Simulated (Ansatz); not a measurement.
The cluster Hf₃⁺, relaxed as a doublet with UKS PBE-D4/def2-TZVP in Ansatz, starting from the GFN2-xTB geometry. Force threshold 0.02 eV/Å.

In the def2 sets Hf takes a core potential; there is no spin–orbit coupling. The relaxation made no stability test and no search for a lower SCF solution. No other spin state of charge 1 was run. The structure comes from a short search, and lower isomers may exist.

Start:

```xyz
3

Hf   -1.326    0.662   -0.962
Hf    1.582    0.797   -0.005
Hf   -0.256   -1.459    0.967
```

(1) Estimate the energy that the relaxation releases and the steps that it takes.

(2) Does the start keep its bonding and symmetry?

(3) Predict the relaxed structure.

## Answers

(1) 99.8 kJ/mol, in 5 steps; 17 s on 4 threads of Arm Neoverse V1 on a shared host. No frequencies were taken in this run, so the end may be a saddle point.

(2) By distances, no bond broke or formed. The bond that changes most is Hf2–Hf3, from 3.07 to 2.73 Å (atoms count from 1). The end is the same structure that another start reached, the lowest one found. Point group D3h at the start, D3h at the end, both within 0.05 Å.

(3) 
```
atom   x (Å)   y (Å)   z (Å)
 Hf1  -1.183   0.592  -0.859
 Hf2   1.409   0.709  -0.004
 Hf3  -0.226  -1.301   0.863
```
Bond lengths (bridged metal pairs left out): 3 × Hf–Hf 2.73 Å.
